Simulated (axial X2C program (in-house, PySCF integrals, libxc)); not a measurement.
**Potential curves of SbCl, spin-free**

All values were computed with an in-house all-electron X2C program for linear molecules (integrals from PySCF). Spin-free means the one-electron spin-free X2C Hamiltonian. Basis: Sb dyall-cv3z [11s12p8d4f1g], Cl dyall-av3z [9s8p3d2f] (cores contracted in-house); Gaussian nuclei, density fitting, unrestricted open shells. Masses: Sb 120.904 u, Cl 34.969 u.

State: M_S = 1, Λ = 0 (beyond evenly filled blocks: π+α, π-α). Energies in eV from the fragments at the same level (Sb + Cl). Fits are polynomials in 1 − R0/R over 0.85 to 1.23 times the lowest point R0.

```tsv
R (Å)	CCSD	BHandHLYP
2.0480		-1.9601
2.1421	-2.5283	-2.5425
2.2128	-2.7758	-2.7870
2.2834	-2.9013	-2.9103
2.3540	-2.9363	-2.9429
2.4364	-2.8924	-2.8965
2.5188	-2.7836	-2.7856
2.6247	-2.5810	-2.5804
2.7542		-2.2745
2.9425		-1.7902
```

Correlated methods: 22 electrons correlated (number of frozen shells: Sb 4 s, 3 p, 1 d; Cl 2 s, 1 p), 256 virtual spin orbitals or spinors in MP2, 110 natural virtuals in coupled cluster.

The state is a single determinant with fixed occupations, the lowest that a limited PBE0 search found. Dissociation energies refer to the lowest single-determinant-based atoms at the same level and basis. CCSD ran in a truncated set of natural virtual spinors with an MP2 remainder; without triples it tends to underbind. PBE0 can misorder states that lie within some tenths of an eV, so this need not be the ground state of the molecule. The nearest other spin-free determinant of the search, M_S = 0, Λ = 2, lies 0.81 eV up at the distance of the search. Coupled cluster ran on the points near the minimum only. MP2 and coupled cluster on one determinant become unreliable at the stretched end.

Task: What are Re, ωe and De at the CCSD level?

Result: At CCSD, spin-free: Re = 2.352 Å, ωe ≈ 370 cm⁻¹, De = 2.94 eV to Sb + Cl; Be follows as 0.112 cm⁻¹.

Task: Fit the BHandHLYP curve near its minimum: give the equilibrium distance, the harmonic wavenumber and the well depth.

Result: At BHandHLYP, spin-free: Re = 2.349 Å, ωe ≈ 372 cm⁻¹, De = 2.94 eV to Sb + Cl; Be follows as 0.113 cm⁻¹.
